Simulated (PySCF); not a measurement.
C₂H₉FSi₃, SMILES F[C@H]1C[SiH2][Si@@H]1[SiH3]. Atoms are numbered in the order given.

```xyz
15

F     -0.8966    -0.9464    -2.1801
C     -0.8088    -0.0740    -1.1064
C     -2.1013     0.0054    -0.2721
Si    -1.3256     0.5662     1.3974
Si     0.4696    -0.4888     0.3063
Si     2.6329     0.3901     0.1060
H     -0.5713     0.9292    -1.5093
H     -2.9116     0.5939    -0.7312
H     -2.4744    -1.0219    -0.1129
H     -1.2054     2.0474     1.5251
H     -1.9637     0.0084     2.6218
H      0.4744    -1.9594     0.5691
H      2.5317     1.8390    -0.2404
H      3.3677     0.2544     1.3984
H      3.4051    -0.3076    -0.9643
```

Coordinates come from a B3LYP-D3(BJ)/def2-SVP optimisation. The structure was generated by enumeration; whether it is a known compound was not checked.

All values below come from PBE0/def2-TZVP in PySCF.

ESP charges are fitted to the potential on shells at 1.4 to 2.0 van der Waals radii. Atomic charges (e):

```csv
atom,IAO,ESP fit
F1,-0.33,-0.27
C2,-0.05,0.23
C3,-0.55,-0.38
Si4,0.46,0.11
Si5,0.28,0.08
Si6,0.30,0.02
H7,0.14,0.07
H8,0.15,0.13
H9,0.16,0.15
H10,-0.10,-0.04
H11,-0.09,-0.03
H12,-0.08,-0.02
H13,-0.10,-0.03
H14,-0.09,-0.02
H15,-0.09,0.00
```

Computed Mayer and Wiberg (Löwdin basis) orders of the bonds:
| bond | Mayer | Wiberg |
|---|---|---|
| F1–C2 | 0.98 | 1.64 |
| C2–C3 | 0.98 | 1.24 |
| C3–Si4 | 0.95 | 1.10 |
| C2–Si5 | 0.94 | 1.02 |
| Si4–Si5 | 0.96 | 1.03 |
| Si5–Si6 | 0.96 | 1.15 |
| C2–H7 | 0.95 | 0.84 |
| C3–H8 | 0.93 | 0.87 |
| C3–H9 | 0.93 | 0.83 |
| Si4–H10 | 0.94 | 0.93 |
| Si4–H11 | 0.94 | 0.94 |
| Si5–H12 | 0.93 | 0.89 |
| Si6–H13 | 0.94 | 0.96 |
| Si6–H14 | 0.95 | 0.96 |
| Si6–H15 | 0.94 | 0.96 |
